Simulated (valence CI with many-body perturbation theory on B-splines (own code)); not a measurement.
# E1 transitions of Rh¹⁴⁺

Method: relativistic CI+MBPT: three valence electrons over a frozen Dirac-Fock core [Ar] 3d10, a basis of 11 s, 11 p, 9 d, 7 f, 5 g, 2 h, 1 i functions for each j, with the one-electron correlation potential Σ1, the two-electron term Σ2, the three-electron term Σ3, Breit, model QED; selected CI, second order for the rest (own B-spline code, finite nucleus).

No measured spectrum was set against this ion. As an estimate, levels hold to about 250 cm⁻¹ or 0.2 % of their energy and the worst to 1 %, as in measured heavy ions of charge 2 to 7; those with d or f electrons hold less well.

Lines 101 to 150 of 267 in falling wavelength, among levels below 1188000 cm⁻¹, chosen from the strongest by gf and those to the six lowest levels. Wavelengths and rates use the calculated energies, so an error of 1000 cm⁻¹ moves a line at 27.31 nm by 0.27 % and its rate by three times that or more. Electric multipoles are in the length gauge, E1 and E2 with the static RPA response of the core. Weak lines are less certain than strong ones. Lines between different terms over intervals too small for the method are left out, as are lines whose strength nearly cancels. Where a level lies close to another of its J and parity, the split of strength between their lines is uncertain. The highest levels of a list are the least certain.

Names give the largest LS component (configuration and term), which can be under half, so a name can repeat, a term be missing and a line seem to break the LS rules; names also repeat where a configuration has a term twice. Letters in brackets count levels of one name in rising energy.

```tsv
λ vac (nm)	Upper	Lower	A (s⁻¹)	S (a.u.)
27.31	4s 4p2 2P_1/2	4s2 4p 2P°_1/2	4.24e+10	8.53e-01
27.30	4p2 4d 4P_1/2	4s 4p 4d 4D°_1/2	8.00e+09	1.61e-01
27.30	4s 4p 4d 2P°_1/2 [b]	4s2 4d 2D_3/2	3.67e+10	7.38e-01
27.25	4p3 4S°_3/2 [b]	4s 4p2 4P_3/2	1.31e+10	5.23e-01
27.24	4s 4p 4d 2D°_3/2 [b]	4s2 4d 2D_5/2	1.92e+10	7.66e-01
27.18	4s 4p 4d 2P°_3/2 [b]	4s2 4d 2D_5/2	1.92e+10	7.59e-01
26.98	4p3 2D°_5/2	4s 4p2 4P_3/2	2.59e+07	1.51e-03
26.89	4s 4p 4d 2D°_5/2 [b]	4s2 4d 2D_5/2	2.98e+10	1.71e+00
26.80	4s 4p2 2P_3/2	4s2 4p 2P°_3/2	5.23e+10	1.99e+00
26.70	4s 4p 4d 2D°_3/2 [b]	4s2 4d 2D_3/2	9.39e+09	3.53e-01
26.64	4s 4p 4d 2P°_3/2 [b]	4s2 4d 2D_3/2	2.23e+10	8.32e-01
26.64	4p2 4d 4D_7/2	4s 4p 4d 4F°_7/2	2.52e+09	1.88e-01
26.56	4p3 2P°_3/2	4s 4p2 2D_3/2	2.90e+09	1.07e-01
25.57	4p3 4S°_3/2 [b]	4s 4p2 4P_1/2	4.84e+09	1.60e-01
25.48	4s 4p 4d 4F°_3/2	4s 4p2 2D_3/2	2.01e+09	6.55e-02
24.91	4s 4p 4d 4F°_5/2	4s 4p2 2D_3/2	1.36e+06	6.24e-05
24.32	4s 4p2 2S_1/2	4s2 4p 2P°_1/2	4.99e+09	7.08e-02
24.26	4p3 2P°_1/2	4s 4p2 4P_3/2	1.73e+08	2.44e-03
23.88	4s 4p2 2P_3/2	4s2 4p 2P°_1/2	1.03e+10	2.77e-01
23.83	4p3 2P°_3/2	4s 4p2 4P_5/2	2.21e+08	5.91e-03
23.79	4s 4p 4d 4P°_5/2	4s 4p2 2D_5/2	3.49e+09	1.39e-01
23.16	4s 4p 4d 2D°_3/2 [a]	4s 4p2 2P_1/2	5.56e+09	1.36e-01
23.02	4s 4p 4d 4P°_5/2	4s 4p2 2D_3/2	5.39e+08	1.95e-02
22.96	4p2 4d 2P_3/2	4p3 2D°_5/2	1.21e+10	2.90e-01
22.96	4s 4p 4d 4F°_3/2	4s 4p2 4P_5/2	1.58e+08	3.77e-03
22.92	4p3 2P°_1/2	4s 4p2 4P_1/2	2.07e+08	2.46e-03
22.85	4p3 2P°_3/2	4s 4p2 4P_3/2	1.91e+09	4.49e-02
22.75	4s 4p 4d 2P°_3/2 [a]	4s 4p2 2P_3/2	1.31e+10	3.05e-01
22.73	4s 4p 4d 4D°_3/2	4s 4p2 2D_3/2	4.47e+09	1.04e-01
22.58	4s 4p 4d 4D°_1/2	4s 4p2 2D_3/2	5.59e+07	6.35e-04
22.49	4s 4p 4d 4F°_5/2	4s 4p2 4P_5/2	2.04e+09	6.89e-02
22.12	4s 4p 4d 2D°_5/2 [a]	4s 4p2 2D_5/2	7.86e+09	2.52e-01
22.05	4s 4p 4d 4F°_3/2	4s 4p2 4P_3/2	7.00e+08	1.48e-02
22.00	4p2 4d 4D_3/2	4p3 2D°_5/2	7.88e+09	1.66e-01
21.89	4s 4p 4d 4D°_7/2	4s 4p2 2D_5/2	5.50e+09	2.28e-01
21.84	4s 4p 4d 4P°_3/2	4s 4p2 2D_5/2	7.57e+09	1.56e-01
21.83	4p2 4d 4D_3/2	4p3 4S°_3/2 [b]	1.44e+10	2.96e-01
21.77	4s 4p 4d 4D°_5/2	4s 4p2 2D_5/2	1.21e+10	3.68e-01
21.77	4s 4p 4d 4F°_7/2	4s 4p2 4P_5/2	6.46e+09	2.63e-01
21.66	4p3 2P°_3/2	4s 4p2 4P_1/2	5.09e+08	1.02e-02
21.61	4s 4p 4d 4F°_5/2	4s 4p2 4P_3/2	2.09e+09	6.24e-02
21.45	4p2 4d 2G_7/2	4p3 2D°_5/2	7.77e+09	3.03e-01
21.45	4s 4p 4d 2D°_5/2 [a]	4s 4p2 2D_3/2	1.99e+10	5.82e-01
21.40	4s 4p 4d 2D°_3/2 [a]	4s 4p2 2D_3/2	3.46e+10	6.69e-01
21.32	4s 4p 4d 4P°_1/2	4s 4p2 2D_3/2	5.68e+08	5.43e-03
21.20	4p2 4d 2D_3/2 [b]	4p3 2P°_1/2	1.77e+10	3.33e-01
21.19	4s 4p 4d 2P°_1/2 [a]	4s 4p2 2S_1/2	7.87e+10	7.39e-01
21.18	4s 4p 4d 4P°_3/2	4s 4p2 2D_3/2	1.60e+10	3.01e-01
21.12	4s 4p 4d 4D°_5/2	4s 4p2 2D_3/2	1.03e+10	2.88e-01
21.09	4s 4p 4d 2F°_5/2 [a]	4s 4p2 2D_5/2	4.02e+10	1.12e+00
```
